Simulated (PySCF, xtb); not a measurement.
C₆H₆O, SMILES C#C[C@H]1C=COC1. The values are those of a single conformer.

Harmonic wavenumbers (cm⁻¹) from GFN2-xTB (xtb) at its own minimum, in rising order: 75, 150, 210, 373, 443, 508, 633, 665, 710, 755, 793, 840, 872, 969, 995, 1048, 1069, 1104, 1127, 1176, 1201, 1231, 1270, 1321, 1474, 1678, 2289, 2896, 2929, 2952, 3137, 3187, 3396.

**Question.** What does PBE0-D3(BJ)/def2-SVP run with PySCF 2.14.0 give at its own minimum? (An estimate is asked for; the answer gives what the named calculation found.)

**Answer.** 88, 163, 234, 431, 510, 536, 653, 692, 704, 733, 836, 890, 937, 1000, 1022, 1048, 1090, 1122, 1202, 1230, 1269, 1313, 1324, 1414, 1486, 1714, 2249, 3016, 3070, 3164, 3256, 3293, 3491. Paired by order, the mean absolute difference is 56 cm⁻¹ and the zero-point energies are 62.1 and 64.6 kcal/mol.
